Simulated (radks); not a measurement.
Polarisability of the caesium ion Cs+, [Xe], at imaginary frequency. All-electron calculation, non-relativistic Kohn-Sham, LDA (Slater exchange, Perdew-Wang correlation), spin-polarised, spherical densities, point nucleus; relativity is left out, which matters for an element this heavy. Program: a radial shooting solver on a logarithmic mesh with Libxc functionals. Response by self-consistent Sternheimer equations with the Hartree and adiabatic LDA kernel.

| w (hartree) | alpha1(iw) (bohr^3) | alpha2(iw) (bohr^5) |
|---|---|---|
| 0.00266 | 16.48 | 96.82 |
| 0.0143 | 16.47 | 96.79 |
| 0.0360 | 16.43 | 96.60 |
| 0.0697 | 16.29 | 96.00 |
| 0.118 | 15.95 | 94.51 |
| 0.186 | 15.23 | 91.32 |
| 0.280 | 13.92 | 85.30 |
| 0.413 | 11.87 | 75.25 |
| 0.605 | 9.169 | 60.82 |
| 0.892 | 6.291 | 43.57 |
| 1.35 | 3.819 | 26.81 |
| 2.12 | 2.069 | 13.77 |
| 3.59 | 0.9853 | 5.697 |
| 6.94 | 0.3638 | 1.757 |
| 17.5 | 0.07994 | 0.3112 |

Static values: alpha1 = 16.48 bohr^3 (2.442 angstrom^3; uncoupled 28.07), alpha2 = 96.82 bohr^5, alpha3 = 1088 bohr^7. C6 = 143.6, C8 = 4505, triple-dipole C9 = 1707 atomic units. One-pole (London) frequency 4 C6 / (3 alpha1^2) = 0.705 hartree, against 0.691 for minus the highest occupied eigenvalue. The dipole shielding factor is 0.982, as the force sum rule N/Z = 0.982 demands.
